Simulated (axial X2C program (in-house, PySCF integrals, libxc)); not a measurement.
## What spin–orbit coupling does to BiH⁻

All values were computed with an in-house relativistic program for diatomic molecules. Spin-free means the one-electron spin-free X2C Hamiltonian; two-component (2c) means X2C with spin–orbit coupling and atomic mean-field two-electron Coulomb and Gaunt terms, so the difference of the two also holds small scalar two-electron terms. Basis: Bi dyall-acv3z [13s15p11d7f1g], H dyall-av3z [7s3p2d] (cores contracted in-house); Gaussian nuclei, density fitting, unrestricted open shells. Masses: Bi 208.980 u, H 1.008 u.

Spin-free state: M_S = 1/2, Λ = 1 (beyond evenly filled blocks: π+α, π+β, π-α); fragments Bi- + H for PBE0, HF, PBE50; Bi + H- for CCSD, CCSD(T).

```tsv
level	Re (Å)	ωe (cm⁻¹)	De (eV)	μ (D)
PBE0	1.811	1694.3	2.536	-1.18
HF	1.805	1731.1	1.499	-1.07
CCSD	1.825	1663.0	n/a	n/a
CCSD(T)	1.828	1652.2	n/a	n/a
PBE50	1.794	1756.3	2.475	-1.11
```

Correlated methods: 7 electrons correlated (number of frozen shells: Bi 5 s, 4 p, 3 d, 1 f; H none), 229 virtual spin orbitals or spinors in MP2, 90 natural virtuals in coupled cluster.

Dipoles are positive if H is the positive end and refer to the centre of mass.

Question: Within this multiplet, which Ω should lie lowest by the rule for regular and inverted multiplets?

Answer: The open π shell holds three electrons, one hole, so the multiplet is inverted: Ω = Λ + 1/2 = 3/2. The PBE0 2c search agrees.

Two-component determinant lowest at the distance of the search:

Ω = 3/2 (⟨Sz⟩ = 0.51, ⟨Lz⟩ = 0.99 at HF); fragments Bi- + H.

```csv
level,Re (Å),ωe (cm⁻¹),De (eV),μ (D)
PBE0,1.841,1539.1,2.348,-1.54
HF,1.837,1552.7,n/a,-1.55
CCSD,1.852,1524.2,n/a,n/a
CCSD(T),1.854,1517.4,n/a,n/a
PBE50,1.822,1602.8,n/a,-1.48
```

Question: From the two tables, how do the constants change at the CCSD(T) level (2c against spin-free)?

Answer: At the CCSD(T) level Re goes up by 0.026 Å and ωe drops by 134.8 cm⁻¹.

Occupations by symmetry block were frozen at the best pattern of an incomplete PBE0 search. De is counted from the lowest determinant-based energies of the atoms at the same level, without counterpoise correction. De is not given where an atomic determinant may have missed its ground term or J level, or where the truncated virtual space spoils (T). Density functionals use the spin component along the axis (collinear). CCSD and (T) use frozen natural virtuals with an MP2 correction for the truncation; (T) itself is uncorrected, so its De runs slightly low. Without a current term, density functionals place determinants with orbital angular momentum somewhat too high. The highest occupied level of some functionals is positive through self-interaction error; at Hartree–Fock it is bound. With the outer-core shells frozen, correlated bond lengths of heavy atoms tend to come out a few hundredths of an ångström too long. Hartree–Fock gets electron affinities wrong, so its lowest charge split need not be the true one.
